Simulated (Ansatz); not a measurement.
Cost and result for the atomization energy of `C[SiH]C#N` radical (8 atoms, 7 bonds).

Charge 0, multiplicity 2. All single points use the PBE0-D4/def2-TZVP geometry. Program: Ansatz. Hardware: A = 2 threads of an AMD EPYC 7R13 on a shared host; B = 2 threads of an AMD EPYC 7R13 on a shared host and a share of an NVIDIA H100 80 GB. Times are those of one run each, without the atoms' runs, and a repeat can differ threefold. Electronic energies, without spin–orbit coupling; frozen cores. CCSD(T)/CBS extrapolates def2-TZVPP and def2-QZVPP, and its time is that of the two runs behind it. T1 = 0.022; ⟨S²⟩ of the reference is 0.81.

CCSD(T)/CBS is a level of theory with its own doubt, some kJ/mol a heavy atom from the limit and from the frozen cores, so smaller differences don't rank the functionals.

| level | functions | wall time |
| --- | --- | --- |
| PBE-D4/def2-TZVPP (with forces) [A] | 191 | 3.3 s |
| revPBE-D4/def2-TZVPP [A] | 191 | 3.4 s |
| BHLYP-D4/def2-TZVPP [A] | 191 | 3.9 s |
| CAM-B3LYP-D4/def2-TZVPP [A] | 191 | 4 s |
| PBE0-D4/def2-TZVPP [A] | 191 | 4.1 s |
| CCSD(T)/def2-TZVPP [B] | 191 | 6 s |
| r2SCAN-D4/def2-TZVPP (with forces) [A] | 191 | 6.5 s |
| PBE-QIDH/def2-TZVPP [A] | 191 | 6.5 s |
| CCSD(T)/def2-SVP [A] | 80 | 6.5 s |
| B97M-V/def2-TZVPP [A] | 191 | 11 s |
| ωB97M-V/def2-TZVPP (with forces) [A] | 191 | 12 s |
| CCSD(T)/def2-QZVPP [B] | 361 | 38 s |
| CCSD(T)/CBS(def2) | – | 44 s |

What atomization energy does each give, and how far from CCSD(T)/CBS? (Best estimate.)

Ansatz gave: 
```
                                 level  atomization (kcal/mol)  difference from CCSD(T)/CBS  per bond
   PBE-D4/def2-TZVPP (with forces) [A]                   763.0                         23.4       3.3
              revPBE-D4/def2-TZVPP [A]                   745.3                          5.7       0.8
               BHLYP-D4/def2-TZVPP [A]                   718.2                        -21.4      -3.1
           CAM-B3LYP-D4/def2-TZVPP [A]                   745.0                          5.4       0.8
                PBE0-D4/def2-TZVPP [A]                   744.7                          5.1       0.7
                CCSD(T)/def2-TZVPP [B]                   719.4                        -20.2      -2.9
r2SCAN-D4/def2-TZVPP (with forces) [A]                   743.9                          4.3       0.6
               PBE-QIDH/def2-TZVPP [A]                   736.4                         -3.2      -0.5
                  CCSD(T)/def2-SVP [A]                   698.5                        -41.1      -5.9
                 B97M-V/def2-TZVPP [A]                   743.7                          4.1       0.6
  ωB97M-V/def2-TZVPP (with forces) [A]                   743.3                          3.7       0.5
                CCSD(T)/def2-QZVPP [B]                   731.4                         -8.2      -1.2
                     CCSD(T)/CBS(def2)                   739.6                          0.0       0.0
```

From PBE to PBE0 (25 % exact exchange), in def2-TZVPP and without D4, the atomization energy moves by −17.7 kcal/mol: exact exchange takes away binding that semilocal exchange gives to molecules. In def2-TZVPP, CCSD(T) changes the Hartree–Fock value by +189.2 kcal/mol (the triples alone add +13.4 kcal/mol) and MP2 by +202.2 kcal/mol; breaking electron pairs costs correlation energy, which Hartree–Fock lacks. The D4 term adds +5.7 kcal/mol with B3LYP and +2.9 kcal/mol with PBE0; it sums over pairs of atoms, weighted by their polarisabilities, and B3LYP, whose exchange is more repulsive, gets the larger term.

B3LYP here is the variant with VWN-RPA as its local correlation; programs differ in this.
